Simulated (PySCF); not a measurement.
Coordinates in bohr (charge -1 multiplicity 1):
```
Ir    0.0000    0.0000    0.0000
O     0.0000    0.0000    3.2654
O     0.0000    0.0000   -3.2654
```

These are results of B3LYP/[Ir def2-SVPD with ECP60, O def2-SVPD], scalar-relativistic core potentials, density fitting, no spin–orbit coupling, PySCF, not measurements.

This geometry of [IrO2]- is a stationary point at this level.

Task: What is the point group?

Result: D∞h.

Task: Is it a minimum?

Result: Yes: all harmonic wavenumbers are real.

Task: List the harmonic modes with their infrared intensities.

Result: 
```json
{"symmetry": "πu", "ω (cm⁻¹)": "95", "IR (km/mol, summed over degenerate members)": "3.6", "type": "bend"}
{"symmetry": "σu+", "ω (cm⁻¹)": "925", "IR (km/mol, summed over degenerate members)": "405", "type": "stretch"}
{"symmetry": "σg+", "ω (cm⁻¹)": "971", "IR (km/mol, summed over degenerate members)": "0.0", "type": "stretch"}
```

Task: Give the ideal-gas entropy at 298.15 K and 1 bar by parts.

Result: translation 176.4, rotation 61.3, vibration 30.8, spin 0.0; total 268.5 J/(mol K).

In D∞h the vibrations span πu + σu+ + σg+. The σg+ mode carries no infrared intensity, as symmetry demands. With a centre of inversion only u modes can be infrared active and only g modes Raman active.

Other isomers or separated fragments may lie lower. The lowest empty level of this anion is unbound, so it and the gap depend on the basis. With an element this heavy the missing spin–orbit coupling can shift these numbers.
